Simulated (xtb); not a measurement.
H4SSiSn, SMILES [Sn]([SiH3])[SH] (connectivity only; charge and spin as stated), neutral, multiplicity 1. All values are semi-empirical tight-binding results from xtb (GFN2-xTB unless named), good for trends rather than for accurate numbers. Geometry optimised at GFN2-xTB. The values are those of a single conformer.

For metal compounds this method's bond lengths and energies can be far off.

```json
{
 "orbital_gap": "1.98 eV",
 "zero_point_energy": "19.4 kcal/mol",
 "G − E(el) at 298.15 K (modified RRHO)": "-1.1 kcal/mol"
}
```
